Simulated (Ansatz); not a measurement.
C2H8GeO3 (`C[O][GeH]([OH])[O]C`), charge 0, multiplicity 1.

Task: Give a relaxed structure at PBE0-D4/def2-TZVP (the Gaussian-basis code of Ansatz). (Estimate.)

Result: Ansatz gave: 
Cartesian coordinates in Å:
```
C -0.4708 1.8351 -1.0160
O 0.6549 1.1520 -0.5092
Ge 0.7730 -0.6054 -0.6841
O 2.2448 -0.9879 0.2034
O -0.6288 -1.3779 0.0530
C -0.8560 -1.2277 1.4390
H -1.4094 1.4381 -0.6125
H -0.5186 1.7879 -2.1110
H -0.3865 2.8841 -0.7248
H 0.8075 -1.0996 -2.1282
H 2.5841 -0.2080 0.6512
H -1.7484 -1.8026 1.6945
H -0.0164 -1.6077 2.0309
H -1.0294 -0.1804 1.7137
```
This is one stationary point; other conformers may exist.
